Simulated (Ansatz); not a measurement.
Species: KI, charge 0, multiplicity 1. 
Structure (B3LYP-D3(BJ)/def2-TZVP (Ansatz, an electronic-structure program) minimum search):
```
K
I 1 3.0921
```

Wanted: atomisation energy (electronic, to ground-state atoms), in kcal/mol. Correlated levels leave the core frozen unless marked. Open shells are spin-unrestricted. No spin-orbit coupling. Frozen are the shells of the preceding noble gas and the d and f shells that filled before the atom's block. The outer core of K, Ca and their heavier congeners is not correlated, a term that matters for these elements. In def2 rows, elements after Kr have scalar-relativistic effective core potentials. Basis-set limits of correlation are two-point, X^-3; Hartree-Fock from the larger set. The bracket is a focal-point correction in the basis named.

```tsv
level	program	atomisation energy (kcal/mol)
PBE-D3(BJ)/def2-TZVPD	Ansatz + dftd3	79.1
BLYP-D3(BJ)/def2-TZVPD	Ansatz + dftd3	76.6
BLYP/def2-TZVPD	Ansatz	74.8
revPBE-D4/def2-TZVPD	Ansatz + dftd4	76.8
revPBE/def2-TZVPD	Ansatz	75.9
r2SCAN-D3(BJ)/def2-TZVPD	Ansatz + dftd3	82.2
PBE0/def2-SVP	Ansatz	77.9
PBE0-D3(BJ)/def2-TZVP	Ansatz + dftd3	79.8
PBE0-D3(BJ)/def2-TZVPD	Ansatz + dftd3	80.0
BHLYP/def2-TZVPD	Ansatz	77.0
r2SCANh-D4/def2-TZVPD	Ansatz + dftd4	81.9
r2SCAN0/def2-TZVPD	Ansatz	81.4
LC-wPBE-D3(BJ)/def2-TZVPD	Ansatz + dftd3	81.8
LC-wPBE/def2-TZVPD	Ansatz	80.9
B2PLYP-D4/def2-TZVPD	Ansatz + dftd4	78.8
RPA@PBE/def2-QZVPP	Ansatz	71.0
SCS-MP2/def2-SVP	Ansatz	73.0
CCSDT(Q)/def2-SVP	Ansatz	72.8
RI-MP2/CBS(def2-TZVPP,def2-QZVPP)+[CCSD(T)-MP2]/def2-TZVPP	Ansatz	84.1
CCSD(T)/CBS(def2-TZVPP,def2-QZVPP)	Ansatz	85.1
```
